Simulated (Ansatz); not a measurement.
A run for Ansatz (an electronic-structure program): R-wB97M-V/def2-TZVPP on H2O2Se (SMILES O[Se]O), a point of a torsion scan.

Ansatz 0.2 input:
```yaml
crystal:
  periodic: [false, false, false]
  atoms:
    - {symbol: O, position_ang: [1.10564383, 0.56294759, -0.37781330]}
    - {symbol: Se, position_ang: [-0.08026824, -0.81189671, -0.46962038]}
    - {symbol: O, position_ang: [1.11357802, -2.13729645, -0.67535645]}
    - {symbol: H, position_ang: [1.97921653, 0.17695011, -0.46681756]}
    - {symbol: H, position_ang: [1.26121166, -2.60294790, 0.15405802]}
basis:
  gaussian:
    orbitals: def2-TZVPP
hamiltonian:
  xc: {name: wB97M-V}
scf: {lower_state_search: off}
```

Program output:

```
WARN ansatz: RAYON_NUM_THREADS=1 ignored (pool sized by the plan → 1); use --threads N
Functional definition: wB97M-V
these checks for a lower state are left out or cut short: stability, starts, cluster_reference, orbital_swaps, neighbouring_geometries, increment
integrals: 0.07 GiB planned
815 factors; their error is unknown
integrals: 0.10 GiB planned
156 factors; integrals over basis functions are off by at most 5.9e-5 eV
mean field: 0.63 GiB planned
mean field evaluation 1: about -69466.7727 eV, gradient 5.7e1 eV
mean field evaluation 2: about -69464.4045 eV, gradient 7.0e1 eV
mean field evaluation 4: about -69471.9876 eV, gradient 9.7e-1 eV
mean field evaluation 8: about -69471.9886 eV, gradient 5.9e-2 eV
mean field evaluation 16: about -69472.2286 eV, gradient 1.9e-4 eV
mean field -69472.22862154 eV, -2553.0573118738 hartree, gradient 6.7e-6 eV, S^2 0.000000; 0 other end points of the search recorded, 0 dependent functions left out
reference -69472.22865471 eV, -2553.0573130925 hartree; 26, 26 occupied and 112, 112 virtual orbitals, 815 factors
Total energy: -69472.22865471 eV, -2553.0573130925 hartree
Checks for a lower state left out: stability, starts, cluster_reference, orbital_swaps, neighbouring_geometries, increment
```

The calculation finished and met its thresholds.

Cost: about 4 core-seconds (a rough figure).
